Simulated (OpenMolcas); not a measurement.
**Pt4+ in Cs2GeF6: curves along the breathing mode**

Pt4+ with its 6 nearest fluoride ions, on the Ge site of Cs2GeF6 (a = 9.021 Å, distance in the model lattice 1.804 Å). The rest of the host is ab initio model potentials to 7.6 Å and point charges beyond; the distance is set by hand and nothing relaxes. Ligand basis ANO-RCC-VDZP.

| Property | Result |
| --- | --- |
| Program | OpenMolcas 26.06 |
| Method | CASSCF |
| Basis | ANO-RCC-VDZP [7s6p4d2f] |
| Scalar Hamiltonian | DKH2, point nucleus |
| Active space | 6 electrons in 5 orbitals (5d) |
| State averaging | 2S+1 = 5 even, 5 roots; 2S+1 = 3 even, 45 roots; 2S+1 = 1 even, 50 roots |
| Spin-orbit coupling | RASSI with atomic mean-field integrals over the reference wave functions |

Spin-free energies (labels of O, the rotations of Oh) in cm-1 above the lowest fitted minimum, as all ligands move together:

```csv
R (Å),1A1,1T1,1T2,5T2,1T2(2),1E,1A1(2)
1.765,20490,66700,77050,93570,114050,115310,116130
1.806,9650,51590,61840,74110,94700,95960,96780
1.848,3080,41150,51300,59780,80450,81700,82530
1.889,300,35030,45040,50340,71050,72300,73130
1.931,480,32170,42030,44510,65240,66480,67320
1.972,3050,32090,41790,41890,62620,63870,64720
2.014,7670,34280,43790,41800,62510,63780,64640
```

Cubic fits give the following; the wavenumber is harmonic, with the mass of all moving ligands, small differences in it between states hang on the degree of the fit, a number in brackets counts states of one label, and the table is a selection of at most 14 states with clean curves.

| State | R0 (Å) | Breathing mode (cm-1) | Minimum (cm-1) |
| --- | --- | --- | --- |
| 1A1 | 1.906 | 695 | 0 |
| 1T1 | 1.951 | 647 | 31860 |
| 1T2 | 1.954 | 639 | 41630 |
| 5T2 | 1.996 | 581 | 41600 |
| 1T2(2) | 1.996 | 579 | 62320 |
| 1E | 1.996 | 582 | 63580 |
| 1A1(2) | 1.996 | 582 | 64430 |
| 1A2 | 1.998 | 575 | 70890 |
| 3A2 | 2.000 | 568 | 71140 |
| 1E(2) | 1.999 | 571 | 77920 |
| 1T2(3) | 2.005 | 556 | 83230 |

The minimum of 1T1 is shifted by +0.0448 Å against 1A1 (from the unrounded fits). With M = 114.0 u for the moving shell, the Huang-Rhys factor in this mode is S = M ω ΔR² / 2ħ = 0.01483 × 114.0 × 695 × 0.0448² = 2.36. Only the first shell moves, against a rigid host.

Without dynamic correlation the repulsion within the d shell is too large (B by tens of per cent), so at a given field states of lower spin stand too high. With metal d orbitals alone the field can be off either way by tens of per cent. Ligand-to-metal charge-transfer states are missing. With no ligand orbital active B as a rule stays too high, so bands that hang on it stand too high and its fall with covalency is understated. The least metal-like active orbital is 66 % on the metal (Löwdin) and no ligand orbital is active, so the numbers are rough, and ground spin, moment and any spin crossover can be artefacts of this space; highly charged d ions in such sites are as a rule low spin (holds for R = 1.765; R = 2.014). The least metal-like active orbital is 67 % on the metal (Löwdin) and no ligand orbital is active, so the numbers are rough, and ground spin, moment and any spin crossover can be artefacts of this space; highly charged d ions in such sites are as a rule low spin (holds for R = 1.806; R = 1.848; R = 1.889; R = 1.931; R = 1.972). A group larger than the point group allows holds several states that coincide in this model. No measured value stands beside these numbers.
